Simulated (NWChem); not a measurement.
System: SnHOF, singlet; SMILES [OH][Sn][F]

NWChem input:

```
start job
memory heap 200 mb stack 900 mb global 1100 mb
geometry units angstroms noautoz
  Sn     0.345144     0.058596     0.000000
  F     -0.918919    -1.445381     0.000000
  O     -1.089023     1.434205     0.000000
  H     -1.974191     1.043910     0.000000
end
basis spherical
  * library def2-svpd
end
ecp
  Sn library def2-ecp
end
dft
  xc xcamb88 1.00 lyp 0.81 vwn_5 0.19 hfexch 1.00
  cam 0.33 cam_alpha 0.19 cam_beta 0.46
  iterations 150
end
tddft
  cis
  nroots 6
  notriplet
end
task tddft energy
```

NWChem printed, in part:

```
             Northwest Computational Chemistry Package (NWChem) 7.3.0
             --------------------------------------------------------

 CS  symmetry detected

                             Geometry "geometry" -> ""
                             -------------------------

 Output coordinates in angstroms (scale by  1.889725989 to convert to a.u.)

  No.       Tag          Charge          X              Y              Z
 ---- ---------------- ---------- -------------- -------------- --------------
    1 Sn                  50.0000     0.36953446     0.03100748     0.00000000
    2 F                    9.0000    -0.86055287    -1.50088261     0.00000000
    3 O                    8.0000    -1.09505952     1.37417522     0.00000000
    4 H                    1.0000    -1.97127100     0.96416788     0.00000000

 Effective nuclear repulsion energy (a.u.)     257.5684620456

      Symmetry information
      --------------------

 Group name             Cs
 Group number              2
 Group order               2
 No. of unique centers     4

                                 NWChem DFT Module
                                 -----------------

 Summary of "ao basis" -> "ao basis" (spherical)
 ------------------------------------------------------------------------------
       Tag                 Description            Shells   Functions and Types
 ---------------- ------------------------------  ------  ---------------------
 Sn                        def2-svpd                12       32   5s4p3d
 F                         def2-svpd                 9       23   4s3p2d
 O                         def2-svpd                 9       23   4s3p2d
 H                         def2-svpd                 4        8   2s2p

      Symmetry analysis of basis
      --------------------------

        a'         60
        a"         26

            General Information
            -------------------
          SCF calculation type: DFT
          Wavefunction type:  closed shell.
          No. of atoms     :     4
          No. of electrons :    40
           Alpha electrons :    20
            Beta electrons :    20
          Charge           :     0
          Spin multiplicity:     1
          Use of symmetry is: off; symmetry adaption is: on
          Maximum number of iterations: 150
          AO basis - number of functions:    86
                     number of shells:    34
          Convergence on energy requested:  1.00D-06
          Convergence on density requested:  1.00D-05
          Convergence on gradient requested:  5.00D-04

              XC Information
              --------------
                     Hartree-Fock (Exact) Exchange  1.000
                   CAM-Becke88 Exchange Functional  1.000
                      VWN V Correlation Functional  0.190 local
              Lee-Yang-Parr Correlation Functional  0.810

           Range-Separation Parameters
           ---------------------------
           Alpha           :  0.19
           Beta            :  0.46
           Gamma           :  0.33
           Short-Range HF  :     F

             Grid Information
             ----------------
          Grid used for XC integration:  medium
          Radial quadrature: Mura-Knowles
          Angular quadrature: Lebedev.
          Tag              B.-S. Rad. Rad. Pts. Rad. Cut. Ang. Pts.
          ---              ---------- --------- --------- ---------
          Sn                  1.45      123          10.0       590
          F                   0.50       49          11.0       434
          O                   0.60       49          11.0       434
          H                   0.35       45          11.0       434
          Grid pruning is: on
          Number of quadrature shells:   266
          Spatial weights used:  Erf1

      Superposition of Atomic Density Guess
      -------------------------------------

 Sum of atomic energies:        -423.58350476

      Non-variational initial energy
      ------------------------------

 Total energy =    -387.840016
 1-e energy   =    -865.856172
 2-e energy   =     353.852329
 HOMO         =      -0.332762
 LUMO         =      -0.043529

      Symmetry analysis of molecular orbitals - initial
      -------------------------------------------------

  Numbering of irreducible representations:

     1 a'          2 a"

  Orbital symmetries:

     1 a'          2 a'          3 a'          4 a'          5 a'
     6 a"          7 a'          8 a'          9 a'         10 a"
    11 a"         12 a'         13 a'         14 a'         15 a'
    16 a'         17 a"         18 a'         19 a"         20 a'
    21 a"         22 a'         23 a'         24 a'         25 a'
    26 a'         27 a'         28 a"         29 a"         30 a'

   convergence    iter        energy       DeltaE   RMS-Dens  Diis-err
 ---------------- ----- ----------------- --------- --------- ---------
 d= 0,ls=0.0,diis     1   -389.7191928691 -5.14D+02  2.54D-02  1.07D+00

 !! scf_movecs_sym_adapt:    2 vectors were symmetry contaminated

  Symmetry fudging
 d= 0,ls=0.0,diis     2   -389.5458671584  1.73D-01  1.09D-02  3.37D+00
 d= 0,ls=0.0,diis     3   -389.8564859176 -3.11D-01  1.09D-03  3.56D-03
 d= 0,ls=0.0,diis     4   -389.8566410838 -1.55D-04  3.78D-04  2.33D-03
 d= 0,ls=0.0,diis     5   -389.8568176174 -1.77D-04  1.50D-04  4.75D-04
  Resetting Diis
 d= 0,ls=0.0,diis     6   -389.8568606209 -4.30D-05  3.32D-05  2.69D-06
 d= 0,ls=0.0,diis     7   -389.8568611383 -5.17D-07  6.99D-06  6.92D-08

         Total DFT energy =     -389.856861138275
      One electron energy =     -867.865504812602
           Coulomb energy =      391.277892989046
    Exchange-Corr. energy =      -37.433076003879
 Nuclear repulsion energy =      124.163826689160

 Numeric. integr. density =       40.000010291590

                  Occupations of the irreducible representations
                  ----------------------------------------------

                     irrep           alpha         beta
                     --------     --------     --------
                     a'               15.0         15.0
                     a"                5.0          5.0

                       DFT Final Molecular Orbital Analysis
                       ------------------------------------

 Vector   18  Occ=2.000000D+00  E=-4.153431D-01  Symmetry=a'
              MO Center= -7.8D-01,  2.7D-01, -1.6D-11, r^2= 3.0D+00
   Bfn.  Coefficient  Atom+Function         Bfn.  Coefficient  Atom+Function
  ----- ------------  ---------------      ----- ------------  ---------------
    61     -0.428023  3 O  py                38      0.400756  2 F  py
     3      0.322812  1 Sn s                 64     -0.279257  3 O  py
    41     -0.275388  2 F  py                 4      0.213934  1 Sn s
    59     -0.214343  3 O  s                 58     -0.143252  3 O  s
    57     -0.127735  3 O  s                 13      0.124446  1 Sn py

[...]

                                NWChem TDDFT Module
                                -------------------

            General Information
            -------------------
           No. of orbitals :     172
            Alpha orbitals :      86
             Beta orbitals :      86
        Alpha frozen cores :       0
         Beta frozen cores :       0
     Alpha frozen virtuals :       0
      Beta frozen virtuals :       0
         Spin multiplicity :       1
    Number of AO functions :      86
        Use of symmetry is : off
      Symmetry adaption is : on
         Schwarz screening :  0.10D-07

              XC Information
              --------------
              Hartree-Fock (Exact) Exchange   1.00
            CAM-Becke88 Exchange Functional   1.00
               VWN V Correlation Functional   0.19 local
       Lee-Yang-Parr Correlation Functional   0.81
           Alpha           :  0.19
           Beta            :  0.46
           Gamma           :  0.33

             TDDFT Information
             -----------------
          Calculation type : Tamm-Dancoff TDDFT
         Wavefunction type : Restricted singlets
          No. of electrons :      40
           Alpha electrons :      20
            Beta electrons :      20
              No. of roots :       6
          Max subspacesize :    5200
            Max iterations :     100
               Target root :       1
           Target symmetry : none
      Symmetry restriction : off
                 Algorithm : Optimal
        Davidson threshold :  0.10D-03

    6 smallest eigenvalue differences (eV)
--------------------------------------------------------
  No. Spin  Occ  Vir  Irrep   E(Occ)    E(Vir)   E(Diff)
--------------------------------------------------------
    1    1   20   21 a"       -0.356    -0.059     8.078
    2    1   19   21 a'       -0.389    -0.059     8.981
    3    1   18   21 a"       -0.415    -0.059     9.704
    4    1   20   22 a'       -0.356     0.007     9.870
    5    1   20   23 a'       -0.356     0.028    10.435
    6    1   19   22 a"       -0.389     0.007    10.773
--------------------------------------------------------

  Entering Davidson iterations
  Restricted singlet excited states

  Iter   NTrls   NConv    DeltaV     DeltaE      Time
  ----  ------  ------  ---------  ---------  ---------
    1      6       0     0.17E+00   0.10+100       20.0
    2     12       0     0.50E-01   0.26E-01       18.7
    3     18       0     0.24E-01   0.31E-02       19.0
    4     24       0     0.27E-01   0.24E-02       19.6
    5     30       1     0.39E-01   0.40E-02       20.4
    6     35       1     0.88E-01   0.57E-02       19.0
    7     40       2     0.24E-01   0.54E-02       20.2
    8     44       3     0.74E-02   0.34E-03       19.2
    9     47       4     0.20E-02   0.29E-04       19.4
   10     49       5     0.34E-03   0.18E-05       17.7
   11     50       6     0.88E-04   0.69E-07       16.6
  ----  ------  ------  ---------  ---------  ---------
  Convergence criterion met

  Ground state a'       -389.856861138275 a.u.

  ----------------------------------------------------------------------------
  Root   1 singlet a"             0.180385259 a.u.                4.9085 eV
  ----------------------------------------------------------------------------
     Transition Moments    X -0.00000   Y -0.00000   Z -0.88602
     Dipole Oscillator Strength                    0.0944058550
     Electric Quadrupole                           0.0000001596
     Magnetic Dipole                               0.0000019032
     Total Oscillator Strength                     0.0944079178

     Occ.   14  a'  ---  Virt.   21  a"      -0.08538
     Occ.   18  a'  ---  Virt.   21  a"      -0.24874
     Occ.   20  a'  ---  Virt.   21  a"       0.95555
     Occ.   20  a'  ---  Virt.   28  a"       0.05710
  ----------------------------------------------------------------------------
  Root   2 singlet a'             0.217543697 a.u.                5.9197 eV
  ----------------------------------------------------------------------------
     Transition Moments    X -0.22460   Y  0.15736   Z  0.00000
     Dipole Oscillator Strength                    0.0109072890
     Electric Quadrupole                           0.0000002367
     Magnetic Dipole                               0.0000000046
     Total Oscillator Strength                     0.0109075303

     Occ.   18  a'  ---  Virt.   23  a'      -0.10668
     Occ.   18  a'  ---  Virt.   32  a'       0.05144
     Occ.   19  a"  ---  Virt.   21  a"       0.93493
     Occ.   19  a"  ---  Virt.   31  a"      -0.05213
     Occ.   20  a'  ---  Virt.   22  a'       0.14347
     Occ.   20  a'  ---  Virt.   23  a'       0.23606
     Occ.   20  a'  ---  Virt.   24  a'      -0.05819
     Occ.   20  a'  ---  Virt.   32  a'      -0.08200
  ----------------------------------------------------------------------------
  Root   3 singlet a"             0.230083477 a.u.                6.2609 eV
  ----------------------------------------------------------------------------
     Transition Moments    X -0.00000   Y -0.00000   Z -0.71244
     Dipole Oscillator Strength                    0.0778546731
     Electric Quadrupole                           0.0000001484
     Magnetic Dipole                               0.0000014786
     Total Oscillator Strength                     0.0778563002

     Occ.   14  a'  ---  Virt.   21  a"      -0.07739
     Occ.   15  a'  ---  Virt.   21  a"       0.08770
     Occ.   18  a'  ---  Virt.   21  a"       0.95397
     Occ.   18  a'  ---  Virt.   26  a"       0.05513
     Occ.   19  a"  ---  Virt.   23  a'      -0.07380
     Occ.   20  a'  ---  Virt.   21  a"       0.23327
  ----------------------------------------------------------------------------
  Root   4 singlet a'             0.254729634 a.u.                6.9315 eV
  ----------------------------------------------------------------------------
     Transition Moments    X  0.26090   Y  1.04394   Z -0.00000
     Dipole Oscillator Strength                    0.1966312519
     Electric Quadrupole                           0.0000003754
     Magnetic Dipole                               0.0000027286
     Total Oscillator Strength                     0.1966343560

     Occ.   17  a"  ---  Virt.   21  a"      -0.28971
     Occ.   18  a'  ---  Virt.   22  a'       0.16271
     Occ.   18  a'  ---  Virt.   23  a'      -0.07726
     Occ.   19  a"  ---  Virt.   21  a"       0.06613
     Occ.   20  a'  ---  Virt.   22  a'      -0.89056
     Occ.   20  a'  ---  Virt.   23  a'       0.24956
  ----------------------------------------------------------------------------
  Root   5 singlet a"             0.262235346 a.u.                7.1358 eV
  ----------------------------------------------------------------------------
     Transition Moments    X -0.00000   Y -0.00000   Z -0.08932
     Dipole Oscillator Strength                    0.0013947920
     Electric Quadrupole                           0.0000000299
     Magnetic Dipole                               0.0000001080
     Total Oscillator Strength                     0.0013949299

     Occ.   16  a'  ---  Virt.   21  a"      -0.99078
     Occ.   16  a'  ---  Virt.   26  a"      -0.09263
  ----------------------------------------------------------------------------
  Root   6 singlet a"             0.270019171 a.u.                7.3476 eV
  ----------------------------------------------------------------------------
     Transition Moments    X -0.00000   Y  0.00000   Z -0.33433
     Dipole Oscillator Strength                    0.0201211660
     Electric Quadrupole                           0.0000001064
     Magnetic Dipole                               0.0000000588
     Total Oscillator Strength                     0.0201213312

     Occ.   19  a"  ---  Virt.   22  a'       0.96422
     Occ.   19  a"  ---  Virt.   23  a'       0.19825
     Occ.   19  a"  ---  Virt.   24  a'       0.05210
     Occ.   19  a"  ---  Virt.   25  a'       0.06719
     Occ.   19  a"  ---  Virt.   29  a'      -0.06552
     Occ.   19  a"  ---  Virt.   30  a'       0.05768
     Occ.   19  a"  ---  Virt.   32  a'      -0.07907

              Target root =      1
          Target symmetry = none
      Ground state energy =   -389.856861138275
        Excitation energy =      0.180385258704
     Excited state energy =   -389.676475879571

  stored tddft:energy   -389.67647587957117
```

Level: CAM-B3LYP/def2-SVPD with def2 effective core potentials on Sn, TDA. Low-valent species are run as closed-shell singlets; no triplet was tried in these runs. Geometry: optimised at PBE0/def2-SVP. Not confirmed as a minimum by frequencies. def2 effective core potentials on Sn; no spin-orbit coupling.
